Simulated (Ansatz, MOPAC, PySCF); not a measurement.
Dimer: CH4 (SMILES C) (first 5 atoms) with C2H2 (SMILES C#C); geometry from B3LYP-D3(BJ)/def2-TZVP, rigid monomers moved along the line of their centres of mass till C1···H9 is 2.51 Å.
(charge 0, multiplicity 1):
```xyz
9

C      0.009     0.212    -0.507
H      0.160     0.308    -1.581
H      0.967     0.023    -0.023
H     -0.420     1.136    -0.122
H     -0.669    -0.619    -0.314
C      0.124    -0.319     4.137
C     -0.147    -0.151     2.984
H      0.368    -0.470     5.161
H     -0.387    -0.001     1.959
```

Interaction energies are E(AB) − E(A) − E(B) at the monomers' geometry in the complex; basis-set methods are counterpoise corrected.

Correlated levels freeze the cores. The state that AM1, PM6, PM7 reach isn't checked; PM7 holds dispersion and hydrogen-bond terms.

The values were computed with Ansatz (Gaussian orbitals); MOPAC for AM1, PM6, PM7 (differences of heats of formation); PySCF for the dispersion terms. Each number belongs to the level named beside it.

```tsv
level	interaction energy (meV)
AM1	-19.1
PM6	-0.6
PM7	-14.4
PBE-D4/def2-TZVPPD	-27.0
B3LYP/def2-TZVPPD	24.1
B3LYP-D3(BJ)/def2-TZVPPD	-21.7
PBE0-D3(BJ)/def2-TZVPPD	-27.4
PBE0-D4/def2-TZVPPD	-23.8
MP2/aug-cc-pVDZ	?
```

Q: Complete the blanks.

A: 
- MP2/aug-cc-pVDZ, interaction energy (meV): -8.0

Ansatz is a first-principles code.
